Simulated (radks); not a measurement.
The numbers below are computed, except where a source is named.
Neutral helium inside a hard spherical wall (all orbitals vanish at R), configuration held at [He] and not refilled when levels cross. Level of theory: scalar-relativistic Kohn-Sham, PBE, spin-unpolarised, spherical densities, point nucleus (a radial shooting solver on a logarithmic mesh with Libxc functionals). Eigenvalues in eV, with the zero of energy where the potential of the charges vanishes at infinity; a dash marks a level that is unbound or too diffuse for the functional's potential to be trusted. A positive occupied level is held by the wall or, in an anion where self-interaction has pushed it up, behind a barrier. The pressure on the wall is -dE/dV.

R (bohr)	E (hartree)	kinetic (hartree)	e(1s)	e(2s, empty)	e(2p, empty)	pressure (GPa)
free	-2.89307	2.856	-15.764	-	-	0
12	-2.89307	2.856	-15.764	-	-	< 0.0001
10	-2.89307	2.856	-15.764	-	-	< 0.0001
6	-2.89301	2.857	-15.755	3.967	4.800	0.00928
3	-2.85611	3.050	-14.005	29.039	21.171	20.2
2	-2.57407	3.964	-6.048	84.412	52.235	420
1.5	-1.86309	5.633	9.251	170.64	98.696	2650
